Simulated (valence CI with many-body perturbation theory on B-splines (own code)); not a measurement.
**Os61+: electric-dipole lines**

Method: valence CI with perturbative core correlation (CI+MBPT): five valence electrons over a frozen Dirac-Fock core [Ne], radial functions for each j: 9 s, 9 p, 8 d, 6 f, 3 g, 1 h, with the one-electron correlation potential Σ1 (screened to all orders), the two-electron term Σ2, the three-electron term Σ3, Breit, model QED; selected single and double excitations, second order for the rest (own B-spline code, finite nucleus).

The last digits are not significant, and no measured levels were compared; by estimate large intervals hold to a few tenths of a per cent, small ones and those within an open d or f shell to about a per cent. Among the levels kept, up to 600 cm⁻¹ of a level comes from second order outside the variational space, and about a tenth of that is noise between levels of different J, which matters for small intervals.

Lines 101 to 150 of 220 in falling wavelength, among levels below 8181.0 × 10³ cm⁻¹, chosen from the strongest by gf and those to the six lowest levels. Wavelengths and rates use the calculated energies. Electric multipoles are in the length gauge, E1 and E2 with the static RPA response of the core. Weak lines are less certain than strong ones. Lines between different terms over intervals too small for the method are left out, as are lines whose strength nearly cancels. The highest levels of a list are the least certain.

Levels are named by their leading jj configuration (3d3/2^4 stands for four electrons in 3d with j = 3/2), which in mixed levels can hold well under half, so a name can repeat and another be missing. Letters in brackets count levels of one name in rising energy.

| λ vac (Å) | Upper | Lower | A (s⁻¹) | S (a.u.) |
| --- | --- | --- | --- | --- |
| 48.49 | (3s^2 3p1/2 3d3/2 3d5/2) J=9/2 | (3s^2 3p1/2 3p3/2 3d5/2) J=9/2 | 1.87e+10 | 1.05e-02 |
| 47.45 | (3s^2 3p1/2 3p3/2 3d3/2) J=1/2 [b] | (3s^2 3p1/2 3p3/2^2) J=1/2 | 7.17e+08 | 7.56e-05 |
| 47.27 | (3s^2 3p1/2 3p3/2 3d3/2) J=3/2 [b] | (3s^2 3p1/2 3p3/2^2) J=1/2 | 1.28e+09 | 2.66e-04 |
| 47.04 | (3s 3p1/2^2 3p3/2 3d3/2) J=3/2 [b] | (3s 3p1/2^2 3p3/2^2) J=5/2 | 4.10e+09 | 8.43e-04 |
| 46.55 | (3s^2 3p1/2 3p3/2 3d3/2) J=5/2 [b] | (3s^2 3p1/2 3p3/2^2) J=5/2 | 3.29e+09 | 9.83e-04 |
| 45.53 | (3s 3p1/2^2 3p3/2 3d5/2) J=7/2 [b] | (3s^2 3p1/2 3p3/2 3d3/2) J=5/2 [b] | 2.67e+09 | 9.95e-04 |
| 44.57 | (3s^2 3p1/2 3p3/2 3d3/2) J=3/2 [b] | (3s^2 3p1/2 3p3/2^2) J=5/2 | 1.84e+09 | 3.21e-04 |
| 44.52 | (3s^2 3p1/2 3p3/2 3d3/2) J=5/2 [b] | (3s^2 3p1/2 3p3/2^2) J=3/2 | 9.12e+06 | 2.38e-06 |
| 42.85 | (3s^2 3p1/2 3p3/2 3d3/2) J=1/2 [b] | (3s^2 3p1/2 3p3/2^2) J=3/2 | 9.39e+09 | 7.29e-04 |
| 42.70 | (3s^2 3p1/2 3p3/2 3d3/2) J=3/2 [b] | (3s^2 3p1/2 3p3/2^2) J=3/2 | 1.19e+08 | 1.82e-05 |
| 41.96 | (3s^2 3p1/2 3d3/2 3d5/2) J=5/2 | (3s^2 3p1/2 3p3/2 3d3/2) J=3/2 [b] | 4.32e+09 | 9.45e-04 |
| 39.69 | (3s^2 3p1/2 3p3/2 3d5/2) J=3/2 [a] | (3s^2 3p1/2 3p3/2^2) J=1/2 | 2.14e+09 | 2.64e-04 |
| 39.35 | (3s^2 3p1/2 3p3/2 3d5/2) J=7/2 [a] | (3s^2 3p1/2 3p3/2^2) J=5/2 | 1.15e+09 | 2.78e-04 |
| 39.07 | (3s^2 3p1/2 3d3/2^2) J=3/2 | (3s 3p1/2^2 3p3/2^2) J=1/2 | 1.04e+10 | 1.22e-03 |
| 38.78 | (3s^2 3p1/2 3d3/2^2) J=3/2 | (3s 3p1/2^2 3p3/2^2) J=3/2 | 2.60e+10 | 2.99e-03 |
| 38.21 | (3s 3p1/2^2 3p3/2 3d5/2) J=3/2 [a] | (3s 3p1/2^2 3p3/2^2) J=1/2 | 1.11e+10 | 1.22e-03 |
| 37.97 | (3s 3p1/2^2 3p3/2 3d5/2) J=5/2 [b] | (3s^2 3p1/2 3p3/2 3d3/2) J=3/2 [a] | 1.12e+10 | 1.82e-03 |
| 37.93 | (3s 3p1/2^2 3p3/2 3d5/2) J=3/2 [a] | (3s 3p1/2^2 3p3/2^2) J=3/2 | 5.53e+10 | 5.96e-03 |
| 37.76 | (3s^2 3p1/2 3p3/2 3d5/2) J=3/2 [a] | (3s^2 3p1/2 3p3/2^2) J=5/2 | 2.41e+10 | 2.56e-03 |
| 37.36 | (3s^2 3p1/2 3p3/2 3d5/2) J=5/2 [a] | (3s^2 3p1/2 3p3/2^2) J=5/2 | 1.13e+11 | 1.75e-02 |
| 37.12 | (3s^2 3p1/2 3d3/2 3d5/2) J=7/2 | (3s^2 3p1/2 3p3/2 3d3/2) J=7/2 | 6.21e+10 | 1.25e-02 |
| 36.66 | (3s^2 3p1/2 3d3/2 3d5/2) J=5/2 | (3s^2 3p1/2 3p3/2 3d3/2) J=7/2 | 2.15e+10 | 3.13e-03 |
| 36.42 | (3s^2 3p1/2 3p3/2 3d5/2) J=3/2 [a] | (3s^2 3p1/2 3p3/2^2) J=3/2 | 1.84e+11 | 1.75e-02 |
| 36.09 | (3s^2 3p1/2^2 3d5/2) J=5/2 | (3s^2 3p1/2^2 3p3/2) J=3/2 | 2.74e+11 | 3.81e-02 |
| 36.09 | (3s 3p1/2^2 3p3/2 3d5/2) J=5/2 [a] | (3s 3p1/2^2 3p3/2^2) J=5/2 | 1.99e+11 | 2.77e-02 |
| 36.04 | (3s^2 3p1/2 3p3/2 3d5/2) J=5/2 [a] | (3s^2 3p1/2 3p3/2^2) J=3/2 | 6.64e+10 | 9.20e-03 |
| 35.89 | (3s 3p1/2^2 3p3/2 3d5/2) J=1/2 | (3s 3p1/2^2 3p3/2^2) J=1/2 | 3.31e+11 | 1.51e-02 |
| 35.76 | (3s^2 3p1/2 3d3/2 3d5/2) J=7/2 | (3s^2 3p1/2 3p3/2 3d3/2) J=5/2 [a] | 2.46e+11 | 4.44e-02 |
| 35.73 | (3s^2 3p1/2 3p3/2 3d5/2) J=3/2 [b] | (3s^2 3p1/2 3p3/2^2) J=1/2 | 2.99e+11 | 2.70e-02 |
| 35.72 | (3s^2 3p1/2 3d3/2 3d5/2) J=5/2 | (3s^2 3p1/2 3p3/2 3d3/2) J=3/2 [a] | 1.87e+11 | 2.53e-02 |
| 35.65 | (3s 3p1/2^2 3p3/2 3d5/2) J=1/2 | (3s 3p1/2^2 3p3/2^2) J=3/2 | 2.76e+10 | 1.23e-03 |
| 35.56 | (3s^2 3p1/2 3d3/2 3d5/2) J=9/2 | (3s^2 3p1/2 3p3/2 3d3/2) J=7/2 | 3.20e+11 | 7.10e-02 |
| 35.41 | (3s^2 3p1/2 3d3/2^2) J=3/2 | (3s 3p1/2^2 3p3/2^2) J=5/2 | 2.21e+10 | 1.94e-03 |
| 35.33 | (3s^2 3p1/2 3p3/2 3d5/2) J=1/2 | (3s^2 3p1/2 3p3/2^2) J=1/2 | 4.54e+11 | 1.98e-02 |
| 35.33 | (3s^2 3p1/2 3d3/2 3d5/2) J=5/2 | (3s^2 3p1/2 3p3/2 3d3/2) J=5/2 [a] | 1.57e+11 | 2.05e-02 |
| 35.31 | (3s 3p1/2^2 3p3/2 3d5/2) J=7/2 [a] | (3s 3p1/2^2 3p3/2^2) J=5/2 | 3.20e+11 | 5.57e-02 |
| 35.20 | (3s^2 3p1/2 3p3/2 3d5/2) J=5/2 [b] | (3s^2 3p1/2 3p3/2^2) J=5/2 | 1.35e+11 | 1.74e-02 |
| 35.16 | (3s 3p1/2^2 3p3/2 3d5/2) J=3/2 [b] | (3s 3p1/2^2 3p3/2^2) J=1/2 | 2.40e+11 | 2.06e-02 |
| 35.14 | (3s 3p1/2^2 3p3/2 3d5/2) J=5/2 [b] | (3s 3p1/2^2 3p3/2^2) J=3/2 | 4.84e+11 | 6.22e-02 |
| 35.05 | (3s^2 3p1/2 3d3/2 3d5/2) J=3/2 | (3s^2 3p1/2 3p3/2 3d3/2) J=3/2 [a] | 2.29e+11 | 1.95e-02 |
| 35.03 | (3s^2 3p1/2 3p3/2 3d5/2) J=7/2 [b] | (3s^2 3p1/2 3p3/2^2) J=5/2 | 5.43e+11 | 9.22e-02 |
| 35.01 | (3s^2 3p1/2 3d3/2 3d5/2) J=3/2 | (3s^2 3p1/2 3p3/2 3d3/2) J=1/2 [a] | 1.38e+11 | 1.17e-02 |
| 34.93 | (3s 3p1/2^2 3p3/2 3d5/2) J=3/2 [b] | (3s 3p1/2^2 3p3/2^2) J=3/2 | 3.79e+10 | 3.19e-03 |
| 34.80 | (3s^2 3p1/2 3d3/2 3d5/2) J=1/2 | (3s^2 3p1/2 3p3/2 3d3/2) J=3/2 [a] | 9.64e+10 | 4.01e-03 |
| 34.77 | (3s^2 3p1/2 3d3/2 3d5/2) J=1/2 | (3s^2 3p1/2 3p3/2 3d3/2) J=1/2 [a] | 3.48e+11 | 1.44e-02 |
| 34.70 | (3s 3p1/2^2 3p3/2 3d5/2) J=3/2 [a] | (3s 3p1/2^2 3p3/2^2) J=5/2 | 3.41e+10 | 2.81e-03 |
| 34.67 | (3s^2 3p1/2 3d3/2 3d5/2) J=3/2 | (3s^2 3p1/2 3p3/2 3d3/2) J=5/2 [a] | 5.36e+10 | 4.41e-03 |
| 34.17 | (3s^2 3p1/2 3p3/2 3d5/2) J=3/2 [b] | (3s^2 3p1/2 3p3/2^2) J=5/2 | 7.11e+10 | 5.60e-03 |
| 34.02 | (3s^2 3p1/2 3p3/2 3d5/2) J=5/2 [b] | (3s^2 3p1/2 3p3/2^2) J=3/2 | 6.69e+11 | 7.80e-02 |
| 33.63 | (3s 3p1/2^2 3p3/2 3d5/2) J=7/2 [b] | (3s 3p1/2^2 3p3/2^2) J=5/2 | 1.81e+11 | 2.72e-02 |
